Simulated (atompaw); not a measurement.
What one change does to a pseudopotential (tin, PAW (atompaw))

atompaw 4.2.0.5 input, output lines left out:

```
Sn 50
GGA-PBE scalarrelativistic loggrid 1500 logderivrange -4 5 226
5 5 4 0 0 0
5 1 2
0 0 0
c
c
c
c
v
c
c
c
v
c
v
2
2.65 2.40 2.65 2.20
y
2.85
n
y
0.75
n
y
-1.25
n
bloechl besselshape
3 0.5 ultrasoft
```

Change: all radii scaled by about 1.24 (s 3.28, p 3.28, d 1.80 bohr); local potential ultrasoft scheme with l = 3 at 0.5 Ry, radius 3.28 bohr; augmentation besselshape compensation charge, radius 2.98 bohr; PAW radius 3.28 bohr; waves and projectors: bloechl; core correction smooth core density matched at 2.72 bohr.

Cutoffs: the cutoffs (Ry, on a coarse ladder) from which the occupation-weighted sum of valence levels, in a spherical-Bessel basis at the reference potential, stays within 10 and 1 mRy of its value at 400 Ry; they do not see the model core or the augmentation charge, which bear on the density cutoff.

**Question.** What does the change do?

**Answer.** The potential gets softer (35 Ry and 40 Ry → 21 Ry and 30 Ry); neither file shows a bound ghost. A larger radius leaves more room for a smooth pseudo-wave, so fewer plane waves are needed.

```tsv
quantity	base	changed
cutoff, loose	35 Ry	21 Ry
cutoff, tight	40 Ry	30 Ry
loose cutoff by channel (10 mRy a level)	s 6 Ry, p 6 Ry, d 25 Ry	s 6 Ry, p 6 Ry, d 15 Ry
bound ghosts	none	none
lowest overlap eigenvalue by channel	s 0.40, p 0.01, d 0.77	s 0.42, p 0.59, d 0.58
```

 The cutoffs see the waves, projectors and local potential, not the compensation charge or the core.
